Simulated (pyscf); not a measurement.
H₃C–BH–NH₂, singlet

Gas-phase minimum from PySCF at ωB97X-D3(BJ)/def2-SVP, one conformer. 

```
B
N 1 1.3989
H 2 1.0121 1 123.15
H 2 1.0134 3 113.78 1 -179.98
H 1 1.2161 2 117.10 3 0.01
C 1 1.5817 5 120.81 2 179.99
H 6 1.1027 1 114.16 5 179.88
H 6 1.1039 7 108.18 1 122.92
H 6 1.1039 7 108.17 8 114.20
```

Properties at ωB97X-D3(BJ)/def2-SVP:

```yaml
harmonic_wavenumbers_unscaled: 139, 361, 524, 585, 784, 833, 836, 977, 1048, 1157, 1310, 1401, 1448, 1468, 1616, 2580, 3052, 3139, 3148, 3630, 3734 cm⁻¹
zero_point_energy: 48.3 kcal/mol
rotational_symmetry_number: 1
Entropy of this conformer at 298 K and 1 atm, rigid rotor and harmonic oscillator, modes under 100 cm⁻¹ raised to 100: 273.9 J/(mol K)
dipole_moment: 1.74 D
```

Single-point totals, which compare only within one level (frozen core for MP2 and CC):

| level | total energy (hartree) |
|---|---|
| ωB97X-D3(BJ)/def2-TZVP | -121.48113 |
| PBE/def2-TZVP | -121.23813 |
| r²SCAN/def2-TZVP | -121.33496 |
| B3LYP-D3(BJ)/def2-TZVP | -121.43471 |
| PBE0-D3(BJ)/def2-TZVP | -121.26271 |
| M06-2X/def2-TZVP | -121.35320 |
| ωB97M-D3(BJ)/def2-TZVP | -121.44678 |
| HF/def2-TZVPP | -120.59370 |
| MP2/def2-TZVPP | -121.09470 |
| CCSD/def2-TZVPP | -121.12807 |
| CCSD(T)/def2-TZVPP | -121.14766 |

Soft torsions are taken as harmonic, which can shift the entropy by several J/(mol K). The CCSD(T) − MP2 part came from Ansatz, without density fitting, on the same reference.
